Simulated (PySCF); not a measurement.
## Radial density of C(2+) (carbon, charge +2)

BP86, [He] 2s2, closed-shell 1S. All numbers are calculated (PySCF 2.14, no relativity, point nucleus, in aug-cc-pVDZ (4s3p2d, 23 functions)).

```tsv
r (bohr)	4πr²ρ (e/bohr)
0.00555	0.04635
0.00933	0.1259
0.0157	0.3289
0.0264	0.8207
0.0444	1.872
0.0747	3.708
0.126	5.761
0.211	6.008
0.355	3.250
0.598	1.082
1.01	1.567
1.69	0.9949
2.85	0.08722
4.79	0.0003129
8.05	2.468e-05
```
